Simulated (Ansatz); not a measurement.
Ansatz results at the PBE0-D4/def2-TZVP geometry: HOMO–LUMO gap (PBE0/def2-TZVPP) 7.86 eV; LUMO energy (PBE0/def2-TZVPP) -0.32 eV; HOMO–LUMO gap (B3LYP/def2-TZVPP) 7.37 eV.

Each molecule was computed in one conformer, which needn't be the lowest.

Problem. Which molecule gave them?
A. `S[SiH]1BCC1`
B. `NC1BN1`
C. `BOC(O)O`
D. `N#CC(N)O[SiH3]`

Solution. D. The others give `BOC(O)O`: 8.10, -0.67, 7.64; `NC1BN1`: 6.80, 0.10, 6.32; `S[SiH]1BCC1`: 5.10, -2.08, 4.69.

B3LYP here is the variant with VWN-RPA as its local correlation; programs differ in this.
